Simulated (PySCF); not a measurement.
CHAlClNO₂. Atoms are numbered in the order given.

```xyz
7

Al    -0.4158    -0.5670     0.0000
Cl     1.1816    -1.8973     0.0000
N     -0.1040     1.1687     0.0000
C      0.1794     2.3363     0.0000
O      0.4449     3.4722     0.0000
O     -1.9740    -1.2048     0.0000
H     -2.7967    -0.7142     0.0000
```
Charge 0, spin multiplicity 1.

Geometry optimised at PBE0-D3(BJ)/def2-SVP. The values are those of a single conformer.

Method: ωB97X/def2-TZVP run with PySCF.

Symmetry labels are those of the subgroup Cs that the program uses (full group Cs).

Computed valence orbital energies around the gap with their symmetry:
```json
[
 {"orbital": "HOMO−7", "symmetry": "A'", "energy (eV)": "-16.06"},
 {"orbital": "HOMO−6", "symmetry": "A'", "energy (eV)": "-13.80"},
 {"orbital": "HOMO−5", "symmetry": "A'", "energy (eV)": "-12.97"},
 {"orbital": "HOMO−4", "symmetry": "A\"", "energy (eV)": "-12.75"},
 {"orbital": "HOMO−3", "symmetry": "A'", "energy (eV)": "-12.18"},
 {"orbital": "HOMO−2", "symmetry": "A\"", "energy (eV)": "-12.10"},
 {"orbital": "HOMO−1", "symmetry": "A\"", "energy (eV)": "-11.45"},
 {"orbital": "HOMO", "symmetry": "A'", "energy (eV)": "-11.25"},
 {"orbital": "LUMO", "symmetry": "A'", "energy (eV)": "1.11"},
 {"orbital": "LUMO+1", "symmetry": "A\"", "energy (eV)": "1.26"},
 {"orbital": "LUMO+2", "symmetry": "A'", "energy (eV)": "2.77"},
 {"orbital": "LUMO+3", "symmetry": "A'", "energy (eV)": "3.28"}
]
```
